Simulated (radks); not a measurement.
The numbers below are computed, except where a source is named.
Problem. Radial electron density D(r) = 4 pi r^2 rho(r) of an atom or ion with 26 electrons. Code: a radial shooting solver on a logarithmic mesh with Libxc functionals. Model: scalar-relativistic Kohn-Sham, LDA (Slater exchange, VWN5 correlation), spin-polarised, spherical densities, finite nucleus; Fermi nuclear charge, rms radius of each element as measured or else 0.836 A^(1/3) + 0.57 fm.

r (bohr),D(r) (e/bohr),spin D(r)
0.001717,2.009,-0.0000528
0.001921,2.447,-0.0000643
0.002148,2.974,-0.0000781
0.002403,3.606,-0.0000947
0.002688,4.362,-0.000114
0.003006,5.263,-0.000138
0.003362,6.329,-0.000166
0.003761,7.585,-0.000198
0.004207,9.055,-0.000237
0.004705,10.76,-0.000281
0.005263,12.73,-0.000332
0.005886,14.98,-0.000390
0.006584,17.52,-0.000455
0.007364,20.36,-0.000527
0.008237,23.47,-0.000606
0.009213,26.84,-0.000691
0.01031,30.41,-0.000779
0.01153,34.10,-0.000869
0.01289,37.80,-0.000957
0.01442,41.38,-0.00104
0.01613,44.68,-0.00110
0.01804,47.51,-0.00114
0.02018,49.71,-0.00113
0.02257,51.11,-0.00104
0.02525,51.63,-0.000810
0.02824,51.23,-0.000352
0.03158,50.03,0.000514
0.03533,48.26,0.00210
0.03951,46.27,0.00493
0.0442,44.54,0.00989
0.04943,43.57,0.0185
0.05529,43.82,0.0330
0.06185,45.53,0.0571
0.06917,48.68,0.0960
0.07737,52.87,0.157
0.08654,57.32,0.251
0.0968,61.03,0.391
0.1083,62.98,0.592
0.1211,62.42,0.870
0.1355,59.14,1.24
0.1515,53.70,1.71
0.1695,47.28,2.28
0.1895,41.47,2.93
0.212,37.68,3.61
0.2371,36.67,4.26
0.2652,38.15,4.79
0.2967,40.87,5.13
0.3318,43.04,5.19
0.3712,43.03,4.94
0.4151,40.00,4.40
0.4643,34.15,3.66
0.5194,26.57,2.82
0.5809,18.70,1.99
0.6498,11.82,1.28
0.7268,6.653,0.748
0.8129,3.303,0.388
0.9093,1.430,0.177
1.017,0.5331,0.0701
1.138,0.1687,0.0236
1.272,0.04462,0.00663
1.423,0.009681,0.00152

What is the nuclear charge?

Solution. Z = 41. The innermost maximum, from 1s, lies near gamma/Z bohr with gamma = sqrt(1 - (Z/c)^2) = 0.954, here 0.0233 bohr (found: 0.0254), and its height grows with Z. The density is that of the niobium ion Nb15+ in [Ar] 3d8; the configuration itself is not fixed sharply by these data, and Z only to a few units. D(r) has 3 maxima, at r = 0.0254, 0.112, 0.351 bohr, and minima at 0.0515, 0.233 bohr, inside which lie 2.05, 11.15 electrons.
